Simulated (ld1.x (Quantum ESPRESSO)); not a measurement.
# What the settings do to the ultrasoft potential of phosphorus (P)

Base potential:

| Item | Value |
| --- | --- |
| Element | phosphorus (P) |
| Generator | ld1.x (Quantum ESPRESSO) 7.5 |
| Type | ultrasoft |
| Functional | PBE |
| Relativity | scalar-relativistic |
| Frozen core | [Ne] |
| Valence charge | 5 |
| Reference configuration | 3s2 3p2.5 (charge +0.5) |
| Partial waves | 3s (bound): rcut 1.25, rcutus 1.55 bohr; 3s channel at -0.4 Ry: rcut 1.25, rcutus 1.55 bohr; 3p (bound): rcut 1.50, rcutus 2.10 bohr; 3p channel at -0.15 Ry: rcut 1.50, rcutus 2.10 bohr |
| Local potential | all-electron potential smoothed inside 1.55 bohr (lloc = -1) |
| Core correction | none |
| Augmentation charge | PSQ, inside the norm-conserving radii |

Cutoffs, loose and tight: the cutoffs (Ry, on a coarse ladder) from which the occupation-weighted sum of valence levels, in a spherical-Bessel basis at the reference potential, stays within 10 and 1 mRy of its value at 400 Ry. They do not see the model core or the augmentation charge, which bear on the density cutoff. Test errors are all-electron minus pseudo excitation energies from the reference, over the configurations 3s2 3p3; 3s2 3p2; 3s2 3p1; 3s1 3p0; 3s1 3p3; 3s0 3p5; 3s1 3p4. A dash means not determined; rows that change the core or the reference have their own tests. The largest error is taken over the tests solved by every variant that gives reliable tests at all: 3s1 3p0; 3s1 3p3; 3s2 3p1; 3s2 3p2; 3s2 3p3.

Cutoffs are not given where the Bessel-basis levels miss the radial ones by over 6 mRy, ghosts where they miss by over 20 mRy; a channel whose overlap is not positive is not tested.

A file whose overlap is not positive is unfit for use, and its test errors describe a broken file.

```tsv
change	outcome	cutoff, loose	cutoff, tight	bound ghosts	largest test error (meV)
base	generated	15 Ry	18 Ry	none	+128
waves 3p (bound): rcut 1.22, rcutus 1.30 bohr; 3p channel at -0.15 Ry: rcut 1.22, rcutus 1.30 bohr	generated	15 Ry	35 Ry	none	+63
waves 3p (bound): rcut 1.50, rcutus 1.78 bohr; 3p channel at -0.15 Ry: rcut 1.50, rcutus 1.78 bohr	generated	15 Ry	25 Ry	none	+85
waves 3p (bound): rcut 1.50, rcutus 1.92 bohr; 3p channel at -0.15 Ry: rcut 1.50, rcutus 1.92 bohr	generated	15 Ry	21 Ry	none	+106
waves 3p (bound): rcut 1.50, rcutus 2.18 bohr; 3p channel at -0.15 Ry: rcut 1.50, rcutus 2.18 bohr	generated	15 Ry	18 Ry	none	+133
waves 3p (bound): rcut 1.50, rcutus 2.34 bohr; 3p channel at -0.15 Ry: rcut 1.50, rcutus 2.34 bohr	generated	12 Ry	18 Ry	none	+146
waves 3p (bound): rcut 1.50, rcutus 2.52 bohr; 3p channel at -0.15 Ry: rcut 1.50, rcutus 2.52 bohr	generated	12 Ry	18 Ry	none	+157
waves 3p (bound): rcut 1.50, rcutus 2.76 bohr; 3p channel at -0.15 Ry: rcut 1.50, rcutus 2.76 bohr	generated, overlap not positive	–	–	not determined (overlap not positive)	+166
waves 3p (bound): rcut 1.50, rcutus 2.92 bohr; 3p channel at -0.15 Ry: rcut 1.50, rcutus 2.92 bohr	generated	12 Ry	18 Ry	none	+171
waves 3p (bound): rcut 1.50, rcutus 3.14 bohr; 3p channel at -0.15 Ry: rcut 1.50, rcutus 3.14 bohr	generated, overlap not positive	–	–	not determined (overlap not positive)	+176
```

(1) What comes out with this change to the base: waves 3p (bound): rcut 1.48, rcutus 1.56 bohr; 3p channel at -0.15 Ry: rcut 1.48, rcutus 1.56 bohr?

Results:

(1) outcome: generated; cutoff, loose: 12 Ry; cutoff, tight: 21 Ry; bound ghosts: none; largest test error (meV): +46.

Reading the sweep of the p radius (base included, trends over the rows without a ghost): The loose cutoff stays near 15 Ry. The median size of the test errors (rows with all tests solved) rises from 6.5 meV at 1.56 to 25.8 meV at 2.52 bohr. More of the atom is replaced by a form fitted at one configuration, so other configurations suffer as the radius grows.
